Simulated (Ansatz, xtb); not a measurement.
## C5H10OS: 3 structures ranked

3 gas-phase structures of C5H10OS, from a drawn sample of its isomers (lower ones may exist). Each was relaxed with GFN2-xTB; where two conformers were screened, the lower at r2SCAN-D4/def2-SVP//GFN2-xTB is listed:

A. `CC(C)/C(S)=C\O`, a singlet
B. `CC(C)[C@@H](S)C=O`, a singlet
C. `CC(C)/C(S)=C/O`, a singlet

Task: Estimate their order in r2SCAN-D4/def2-SVP//GFN2-xTB energy at these geometries, lowest first.

Result: Calculated order at r2SCAN-D4/def2-SVP//GFN2-xTB: B (0.0), C (9.9), A (11.9) kcal/mol.

Energies above the lowest of each column, in kcal/mol; the last columns are at r2SCAN-D4/def2-SVP geometries:

| structure | GFN2-xTB | HF/STO-3G | r2SCAN-D4/def2-SVP//GFN2-xTB | r2SCAN-D4/def2-SVP | CCSD(T)/def2-SVP + ΔMP2/def2-TZVPP |
| --- | --- | --- | --- | --- | --- |
| B | 0.0 | 0.0 | 0.0 | 0.0 | 0.0 |
| C | 5.4 | 11.2 | 9.9 | 10.5 | 8.9 |
| A | 2.7 | 12.4 | 11.9 | 8.4 | 7.5 |

Every level run on B puts it lowest or level with the lowest. CCSD(T)/def2-SVP + ΔMP2/def2-TZVPP orders those it was run on as B (0.0), A (7.5), C (8.9) kcal/mol. Some further structures that were screened fall inside this span and aren't listed. Flexible structures stand in one conformer each, not always the lowest. The ΔMP2 step shifts differences by up to 4.2 kcal/mol, which makes them less sure. ΔMP2 is the change of the MP2 energy from the smaller to the larger basis.

Programs: Ansatz 0.2.0, xtb 6.7.1.
